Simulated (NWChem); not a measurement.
Species: C$_{3}$H$_{3}$N$_{2}$, doublet; SMILES C1=C[N]N=C1

```xyz
8

C     -1.1473    -0.0031     0.0000
C     -0.2823    -1.1264     0.0209
N      0.9805    -0.6238    -0.0265
N      0.9772     0.6290     0.0265
C     -0.2884     1.1249    -0.0209
H     -2.2438    -0.0060     0.0000
H     -0.4845    -2.2021     0.0044
H     -0.4962     2.1995    -0.0044
```
Atoms are numbered in this order, from 1.

Level: PBE-D3(BJ)/def2-SVP, spin-unrestricted (NWChem), optimised geometry, unscaled harmonic frequencies. 

Task: List the harmonic frequencies with IR intensities, and the thermochemistry.

Result: 
```csv
frequency (cm⁻¹),IR intensity (km/mol)
239,60.1
452,20.5
663,102.4
761,84.7
775,0.0
842,0.9
888,4.8
992,12.8
1037,25.6
1150,1.9
1206,20.6
1272,6.3
1358,12.0
1392,16.1
1529,47.5
3185,0.7
3211,0.5
3218,0.2
```

| Item | Value |
|---|---|
| zero-point energy | 34.5 kcal/mol |
| thermal correction to the enthalpy at 298.15 K (with zero-point energy) | 37.7 kcal/mol |
| heat capacity Cv | 14.1 cal/(mol K) |
| entropy at 298.15 K and 1 atm (symmetry number 2, electronic part: spin degeneracy alone) | 66.6 cal/(mol K) |
| dipole moment | 1.43 D |

Rigid rotor and harmonic oscillator.
